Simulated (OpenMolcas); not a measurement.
## Computed transition rates of Er2+

| Property | Result |
| --- | --- |
| Program | OpenMolcas 26.06 |
| Method | SS-CASPT2, IPEA 0.25 Eh, imaginary shift 0.1 Eh (closed shells correlated: 5s 5p) |
| Basis | ANO-RCC-VQZP [9s8p6d4f3g2h] |
| Scalar Hamiltonian | DKH2, point nucleus |
| Active space | 12 electrons in 7 orbitals (4f) |
| State averaging | 2S+1 = 3 even, 21 roots; 2S+1 = 1 even, 28 roots (27 in the spin-orbit step) |
| Spin-orbit coupling | state interaction with AMFI integrals over the reference wave functions, term energies averaged over their components |

Rates come from the transition moments of the reference wave functions (E1 and E2 in the length form). At fixed line strength A goes as λ^-3 for E1 and M1 and as λ^-5 for E2, so a rate at the computed wavelength can be rescaled to the measured one. Measured vacuum wavelengths follow from level energies in Martin, Zalubas and Hagan, Atomic Energy Levels: The Rare-Earth Elements, NSRDS-NBS 60 (1978); the list in Deprince et al., Eur. Phys. J. D 78, 105 (2024). Branching counts decays inside the model space alone, at computed energies, and the table is only a selection of the E2 and M1 lines, drawn from those between levels with measured partners whose computed energy lies within a factor of 1.5 of the measured one.

```json
{"Upper": "4f12 3F2", "Lower": "4f12 3F3", "Type": "M1", "λ computed (nm)": "10480", "λ measured (nm)": "13380", "A computed (s-1)": "2.60e-02", "A rescaled (s-1)": "1.25e-02", "Branching %": "98.9"}
{"Upper": "4f12 3H4 [61 %]", "Lower": "4f12 3H5", "Type": "M1", "λ computed (nm)": "2622", "λ measured (nm)": "2621", "A computed (s-1)": "1.10e+00", "A rescaled (s-1)": "1.10e+00", "Branching %": "31.0"}
{"Upper": "4f12 3F4 [64 %]", "Lower": "4f12 3H6", "Type": "E2", "λ computed (nm)": "2018", "λ measured (nm)": "1968", "A computed (s-1)": "2.55e-05", "A rescaled (s-1)": "2.89e-05", "Branching %": "100.0"}
{"Upper": "4f12 3H4 [61 %]", "Lower": "4f12 3F4 [64 %]", "Type": "M1", "λ computed (nm)": "1680", "λ measured (nm)": "1753", "A computed (s-1)": "2.45e+00", "A rescaled (s-1)": "", "Branching %": "69.0"}
{"Upper": "4f12 1G4 [59 %]", "Lower": "4f12 3F3", "Type": "M1", "λ computed (nm)": "1628", "λ measured (nm)": "1692", "A computed (s-1)": "4.64e-01", "A rescaled (s-1)": "", "Branching %": "2.2"}
{"Upper": "4f12 3H5", "Lower": "4f12 3H6", "Type": "M1", "λ computed (nm)": "1409", "λ measured (nm)": "1435", "A computed (s-1)": "9.47e+00", "A rescaled (s-1)": "8.96e+00", "Branching %": "99.8"}
{"Upper": "4f12 3F3", "Lower": "4f12 3F4 [64 %]", "Type": "M1", "λ computed (nm)": "1337", "λ measured (nm)": "1353", "A computed (s-1)": "6.99e+00", "A rescaled (s-1)": "6.74e+00", "Branching %": "99.7"}
{"Upper": "4f12 1G4 [59 %]", "Lower": "4f12 3H4 [61 %]", "Type": "M1", "λ computed (nm)": "1304", "λ measured (nm)": "1316", "A computed (s-1)": "3.96e+00", "A rescaled (s-1)": "", "Branching %": "18.8"}
{"Upper": "4f12 3F2", "Lower": "4f12 3F4 [64 %]", "Type": "E2", "λ computed (nm)": "1186", "λ measured (nm)": "1229", "A computed (s-1)": "2.92e-04", "A rescaled (s-1)": "2.44e-04", "Branching %": "1.1"}
{"Upper": "4f12 1G4 [59 %]", "Lower": "4f12 3H5", "Type": "M1", "λ computed (nm)": "871", "λ measured (nm)": "876.1", "A computed (s-1)": "1.53e+01", "A rescaled (s-1)": "", "Branching %": "72.6"}
{"Upper": "4f12 1G4 [59 %]", "Lower": "4f12 3F4 [64 %]", "Type": "M1", "λ computed (nm)": "734.1", "λ measured (nm)": "751.8", "A computed (s-1)": "1.35e+00", "A rescaled (s-1)": "", "Branching %": "6.4"}
```

Spin-changing lines and M1 lines between different terms are not rescaled, since their strength hangs on the term gaps too.

The largest correction is for 4f12 3F2 → 4f12 3F3 (M1): 2.60e-02 × (10480 / 13380)^3 = 1.25e-02 s-1, a factor of 0.48.

The computed rate and branching of 4f12 3F4 [64 %] → 4f12 3H6 give the upper level a radiative lifetime of 1.000 / 2.55e-05 s-1 = 3.92e+04 s, counting decays inside the model space alone. The rescaled rate gives about 3.5e+04 s.

These are rates of the free ion; in crystals, glasses and complexes forced electric-dipole and non-radiative decay shorten such lifetimes by orders of magnitude. No measured rate stands beside these. Rescaling mends the energy factor alone: line strengths can still be far off where a level mixes with configurations outside the active space, and weak or spin-changing lines hang on small mixing coefficients that depend on the term gaps too, so rescaling need not improve them.

CASPT2 does not keep the components of a term degenerate, so their means are used; among the terms shown or strongly mixed into the levels shown the widest spread is 900 cm-1 (4f12 1G). Some high roots are left out of the spin-orbit mixing, which shifts the levels that they would mix with. Measured partners are found by configuration, term and J. A level has none where our copy of the source lacks it or the pairing is in doubt (some pairs that miss far off the trend of their configuration count as doubtful). Levels of configurations outside the active space are missing.

A share in square brackets marks a mixed level and gives the weight of the term that names it.
